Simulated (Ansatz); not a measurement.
**Worked example: GaH(CH3)2 + GaH2(SH) → GaH(CH3)(SH) + GaH2(CH3)**

Species: GaH(CH3)2, singlet; GaH2(SH), singlet; GaH(CH3)(SH), singlet; GaH2(CH3), singlet. The partners trade CH3 for SH; both sit on Ga, so the bond types are kept.

Shapes, held fixed at every level: PBE0-D4/def2-TZVP. Flexible molecules stand in one conformer, not always the lowest. Programs: Ansatz 0.2.0. Electronic energies: no zero-point or thermal term.

At CCSD(T)/def2-TZVPP; 1 Eh = 2625.50 kJ/mol:

```
     species   energy (Eh)
   GaH(CH3)2  -2003.735117
    GaH2(SH)  -2323.019402
GaH(CH3)(SH)  -2362.273938
   GaH2(CH3)  -1964.481514
```

Q: Work out ΔE of the reaction at this level.

A: 
1. Products less reactants: (-2362.273938) + (-1964.481514) − [(-2003.735117) + (-2323.019402)] = -0.000933 Eh = -2.4 kJ/mol.

Other levels give -3.2 (HF/def2-TZVPP) to -1.8 kJ/mol (SPW92/def2-TZVPP). No measured value is set beside it here. Relativity is left out for Ga unless named. Correlated rows may include outer-core shells of Ga, which these sets cover unevenly.
